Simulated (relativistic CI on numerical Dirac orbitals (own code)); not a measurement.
**Tb42+: q coefficients and field-shift factors**

Calculated at this level of theory: Dirac-Coulomb-Breit CI, KLI orbitals optimised for each configuration, derivatives by finite differences, unscaled Slater integrals, QED left out (own radial code, finite nucleus).

Configurations in the expansion (outside the closed core [Ne]): 3s2 3p6 3d5, 3s2 3p5 3d6, 3s2 3p4 3d7, 3s 3p6 3d6, 3p6 3d7, 3s 3p5 3d7, 3s2 3p6 3d4 4s, 3s2 3p6 3d3 4s2. Levels of other configurations are missing.

With x = (α/α₀)² − 1 an excitation energy changes as ω = ω₀ + qx; K = 2q/ω₀ is the relative enhancement. Terms are leading LS components, so labels can repeat. The field-shift factor is F = δν/δ⟨r²⟩ for the transition from the lowest level.

Lowest level 3s2 3p6 3d5 4P_5/2.

```csv
Level,ω₀ (cm⁻¹),q (cm⁻¹),F (GHz/fm²)
3s2 3p6 3d5 6S_5/2,223376,283300,4.54
3s2 3p6 3d5 4G_7/2,309853,276600,4.62
3s2 3p6 3d5 4D_3/2,317863,284600,4.43
3s2 3p6 3d5 2H_11/2,322652,271400,4.91
3s2 3p6 3d5 4G_9/2,355349,286300,4.99
3s2 3p6 3d5 4D_5/2,373883,303900,5.01
3s2 3p6 3d5 4P_1/2,387333,323500,5.02
3s2 3p6 3d5 2F_7/2,411997,285800,4.71
3s2 3p6 3d5 2D_3/2,502841,345500,6.12
3s2 3p6 3d5 2D_5/2,527120,555300,8.76
3s2 3p6 3d5 4D_7/2,582340,577100,9.1
3s2 3p6 3d5 2I_11/2,590311,568600,9.53
3s2 3p6 3d5 4G_9/2,603740,566800,9.19
```

At this charge energies of transitions that change n are usually good to better than 1 %, and those within a shell (Δn = 0) to a few per cent.

(1) Which transition from the lowest level has the largest |K|?

## Answers

(1) 3s2 3p6 3d5 6S_5/2 at 223376 cm⁻¹, K = 2.54.
